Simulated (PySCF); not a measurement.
Start geometry of `CBCCC` from GFN2-xTB (Å):
```
atom  x, y, z in Å
C1     2.3166   -0.2692   -0.4644
B2     1.4849    0.5984    0.5464
C3    -0.0875    0.5796    0.6363
C4    -0.8568   -0.3611   -0.2931
C5    -2.3643   -0.2532   -0.0901
H6     3.1960   -0.7076    0.0041
H7     1.7609   -1.0637   -0.9537
H8     2.6988    0.3860   -1.2488
H9     2.0586    1.3296    1.2652
H10   -0.3717    0.3565    1.6710
H11   -0.4493    1.6009    0.4707
H12   -0.6174   -0.1206   -1.3309
H13   -0.5452   -1.3916   -0.1094
H14   -2.8946   -0.9224   -0.7647
H15   -2.6329   -0.5156    0.9318
H16   -2.7036    0.7631   -0.2819
```

What comes out of this run: PBE0-D3(BJ)/def2-SVP geometry optimisation, gas phase in PySCF?

```
atom  x, y, z in Å
C1     2.370   -0.332   -0.087
B2     1.508    0.541    0.882
C3    -0.057    0.551    0.952
C4    -0.855   -0.368    0.035
C5    -2.361   -0.257    0.218
H6     3.269   -0.736    0.404
H7     1.837   -1.140   -0.609
H8     2.758    0.362   -0.859
H9     2.093    1.308    1.624
H10   -0.317    0.364    2.015
H11   -0.372    1.607    0.819
H12   -0.596   -0.151   -1.016
H13   -0.542   -1.414    0.201
H14   -2.908   -0.932   -0.459
H15   -2.656   -0.509    1.249
H16   -2.712    0.769    0.021
```

The energy falls by 7.4 kJ/mol over 4 energy and gradient evaluations, the largest force component goes from 0.0136 to 3.3e-04 Eh/bohr, and the atoms move by 0.039 Å rms after alignment. The bond that changes most is B2–H9 (three-coordinate boron to B–H hydrogen), which lengthens by 0.043 Å. Bonds longer at the end by more than 0.005 Å: 11 of 15; shorter: 3. Among the angles that change most is H12–C4–H13, from 107.8° to 105.2°. Rotational constants go from 11969, 2292, 2018 to 12101, 2249, 1989 MHz. The orientation of the end geometry is arbitrary; only internal coordinates are fixed.

The run used 125 basis functions and 24 SCF cycles in all. Time: 20 s. Hardware: an Arm Neoverse V1 with one thread (shared host).

No frequency check. The numbers are those of one conformer.
